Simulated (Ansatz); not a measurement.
Computed with frozen-core CCSD(T)/def2-TZVPP // BP86-D3(BJ)/def2-SVP (Ansatz, an electronic-structure program).

Ansatz 0.2 input:
```yaml
crystal:
  periodic: [false, false, false]
  atoms:
    - { symbol: Zr, position_ang: [-0.319479, 0.039349, 0.014057] }
    - { symbol: O, position_ang: [-1.564572, 0.391418, -1.421898] }
    - { symbol: H, position_ang: [-2.229486, 0.310809, -2.120317] }
    - { symbol: O, position_ang: [-0.117349, -1.769442, 0.661622] }
    - { symbol: H, position_ang: [-0.185925, -2.723347, 0.809217] }
    - { symbol: C, position_ang: [-0.885992, 1.330223, 1.753846] }
    - { symbol: H, position_ang: [-0.905022, 2.403281, 1.452112] }
    - { symbol: H, position_ang: [-0.139217, 1.223993, 2.574707] }
    - { symbol: H, position_ang: [-1.885117, 1.089757, 2.182774] }
    - { symbol: C, position_ang: [1.700414, 0.768594, -0.621612] }
    - { symbol: H, position_ang: [2.122784, 0.217459, -1.492197] }
    - { symbol: H, position_ang: [2.428177, 0.669453, 0.217111] }
    - { symbol: H, position_ang: [1.655084, 1.846431, -0.902733] }
basis:
  gaussian: { orbitals: def2-TZVPP }
correlation:
  method: ccsd_t
```

Output:

```
Functional definition: HF
1758 factors; integrals over basis functions are off by at most 1.1e-3 eV
mean field evaluation 1: about -7525.6483 eV, gradient 6.7e1 eV
mean field evaluation 2: about -7525.7719 eV, gradient 6.7e1 eV
mean field evaluation 4: about -7534.2705 eV, gradient 5.4e0 eV
mean field evaluation 8: about -7534.3940 eV, gradient 6.2e-1 eV
mean field evaluation 16: about -7525.6480 eV, gradient 6.7e1 eV
mean field -7534.39562760 eV, -276.8839323174 hartree, gradient 3.4e-6 eV, S^2 0.000000; 0 other end points of the search recorded, 0 dependent functions left out
4 core orbitals not correlated
reference -7534.39562760 eV, -276.8839323174 hartree; 20, 20 occupied and 268, 268 virtual orbitals, 1758 factors
second order -32.82942903 eV of doubles, -0.00000000 eV of singles
cycle   1  -32.61616523 eV  change    2.1e-1 eV  update   1.5e-1
cycle   2  -33.36340622 eV  change   -7.5e-1 eV  update   5.5e-2
cycle   3  -33.60593989 eV  change   -2.4e-1 eV  update   2.8e-2
cycle   4  -33.59477469 eV  change    1.1e-2 eV  update   8.3e-3
cycle   5  -33.58622167 eV  change    8.6e-3 eV  update   3.3e-3
cycle   6  -33.58759258 eV  change   -1.4e-3 eV  update   1.1e-3
cycle   7  -33.58728716 eV  change    3.1e-4 eV  update   3.7e-4
cycle   8  -33.58713286 eV  change    1.5e-4 eV  update   1.2e-4
cycle   9  -33.58719673 eV  change   -6.4e-5 eV  update   5.6e-5
cycle  10  -33.58719579 eV  change    9.4e-7 eV  update   2.2e-5
perturbative correction -1.36873098 eV, -0.0502999358 hartree
Total energy: -7569.35155436 eV, -278.1685389320 hartree
```

Cost: very roughly 60 core-minutes.
